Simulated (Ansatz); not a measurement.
Isolated molecules relaxed with PBE0-D4/def2-TZVP in Ansatz; ΔE leaves out vibrations. CBS: MP2 limit from def2 TZ/QZ plus the TZ coupled-cluster correction, frozen cores. This one scheme is used for every species. Functionals use def2-TZVPP. B3LYP here is the variant with VWN-RPA as its local correlation; programs differ in this. Each species was taken in one conformer, which may not be the lowest.

`CCC[SiH2]Cl` → `CCCCl` + `[SiH2]`  (silylene formation by 1,1-elimination)

Problem. Is it downhill or uphill in electronic energy at CCSD(T)/CBS, and by how much? (An estimate is asked.)

Solution. Ansatz gave: Uphill: ΔE = +92.3 kcal/mol.

Problem. What do these levels give: r2SCAN-D4, ωB97X-V, ωB97M-V, B2PLYP, B3LYP, HF/def2-TZVPP, MP2/def2-TZVPP, MP2/def2-QZVPP, SCS-MP2/def2-QZVPP, HF/CBS(def2), MP2/CBS(def2), CCSD/CBS(def2)? (Estimate.)

Solution. The calculation gave: r2SCAN-D4 97.1, ωB97X-V 94.0, ωB97M-V 91.4, B2PLYP 90.6, B3LYP 87.1, HF/def2-TZVPP 87.8, MP2/def2-TZVPP 96.3, MP2/def2-QZVPP 97.7, SCS-MP2/def2-QZVPP 93.9, HF/CBS(def2) 88.2, MP2/CBS(def2) 98.5, CCSD/CBS(def2) 91.5 kcal/mol.

Largest T1 diagnostic among the species: 0.014.

From PBE to PBE0 (25 % exact exchange), in def2-TZVPP and without D4, ΔE moves by +3.3 kcal/mol. In def2-TZVPP, CCSD(T) changes the Hartree–Fock value by +2.2 kcal/mol (the triples alone add +0.7 kcal/mol) and MP2 by +8.4 kcal/mol.
